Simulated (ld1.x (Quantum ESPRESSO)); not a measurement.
## tellurium: one change to a TM semilocal potential, before and after

```json
{
  "Element": "Te",
  "Generator": "ld1.x (Quantum ESPRESSO) 7.5",
  "Type": "norm-conserving Troullier–Martins (semilocal form)",
  "Functional": "PBE",
  "Relativity": "scalar-relativistic",
  "Frozen core": "[Kr] 4d10",
  "Valence charge": "6",
  "Reference configuration": "5s2 5p3.5 (charge +0.5)",
  "Partial waves": "5p (bound): rc 1.85 bohr; 5d channel at 0.5 Ry: rc 1.75 bohr; 5s (bound): rc 1.45 bohr",
  "Local potential": "the s channel",
  "Core correction": "a·sin(br)/r model core inside 1.30 bohr"
}
```

Change: wave 5p (bound): rc 1.85 bohr becomes 5p (bound): rc 2.04 bohr.

Cutoffs: the cutoffs (Ry, on a coarse ladder) from which the occupation-weighted sum of valence levels, in a spherical-Bessel basis at the reference potential, stays within 10 and 1 mRy of its value at 400 Ry; they do not see the model core or the augmentation charge, which bear on the density cutoff. Errors are all-electron minus pseudo energies relative to the spin-unpolarised reference configuration.

**Question.** What does the change do?

**Answer.** The potential gets neither clearly harder nor softer (55 Ry and 120 Ry → 55 Ry and 120 Ry); the s channel sets the loose cutoff, while the largest relative change is in p, which becomes harder; of the 7 tests that both files solve, the error grows in 2 and shrinks in 0 by more than 15 % and 0.3 meV (median size 12.5 → 14.6 meV); neither file shows a bound ghost. A semilocal file is local in each channel, so a ghost entry of none says nothing of the separable form that plane-wave codes build from it.

| quantity | base | changed |
| --- | --- | --- |
| cutoff, loose | 55 Ry | 55 Ry |
| cutoff, tight | 120 Ry | 120 Ry |
| loose cutoff by channel (10 mRy a level) | p 10 Ry, s 35 Ry | p 12 Ry, s 35 Ry |
| bound ghosts | none | none |
| error for 5s2 5p4, meV [ΔE -3.90 eV] | +1.0 | +0.9 |
| error for 5s2 5p3, meV [ΔE 5.83 eV] | -1.7 | -1.8 |
| error for 5s2 5p2, meV [ΔE 23.76 eV] | -14 | -15 |
| error for 5s1 5p5, meV [ΔE 5.36 eV] | -13 | -15 |
| error for 5s0 5p6, meV [ΔE 14.80 eV] | -56 | -65 |
| error for 5s2 5p4.3, meV [ΔE -5.37 eV] | +1.6 | +1.4 |
| error for 5s2 5p0, meV [ΔE 87.14 eV] | -179 | -173 |
